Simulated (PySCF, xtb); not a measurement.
S-ethyl ethanethioate (C4H8OS), SMILES S(C(C)=O)CC.

GFN2-xTB (xtb 6.7.1) at its own geometry gives an orbital gap of 3.66 eV and a dipole moment of 1.11 D.

The structure is a stationary point at B3LYP-D3(BJ)/def2-SVP. The geometry has at least one imaginary mode, so it is a saddle point at that level. One conformer was computed; it need not be the lowest.

Q: What does PySCF with PBE/def2-TZVP give? (An estimate is asked for; the answer gives what the named calculation found.)

A: gap 4.45 eV (levels -5.96 and -1.51 eV), dipole 1.25 D.
